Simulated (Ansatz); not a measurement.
Compare A (`C=[CH][Al]([F])[SiH3]`) with its isomer B (`C=C(F)[SiH2][AlH2]`).

Calculated with Ansatz (gas phase, PBE0-D4/def2-TZVP geometries, no zero-point term in ΔE). CCSD(T)/CBS adds triple-zeta CCSD(T) − MP2 to the extrapolated MP2 energy (def2 sets, frozen cores). DFT in def2-TZVPP. One conformer a species, not always the lowest.

(1) Which is lower in electronic energy at CCSD(T)/CBS, and by how much? (An estimate is asked.)

(2) Give E(B) − E(A) in kJ/mol with CCSD/def2-TZVPP, B2PLYP, PBE0-D4, ωB97M-V, MP2/def2-TZVPP, CCSD(T)/def2-TZVPP, HF/def2-TZVPP. (Estimate.)

Largest T1 diagnostic: 0.013.

## Answers

(1) Ansatz gave: A, by 288.6 kJ/mol.

(2) Computed: CCSD/def2-TZVPP 287.6, B2PLYP 286.7, PBE0-D4 269.9, ωB97M-V 276.8, MP2/def2-TZVPP 297.4, CCSD(T)/def2-TZVPP 285.9, HF/def2-TZVPP 285.2. None reverses the order clearly.

From PBE to PBE0 (25 % exact exchange), in def2-TZVPP and without D4, E(B) − E(A) moves by +6.7 kJ/mol.
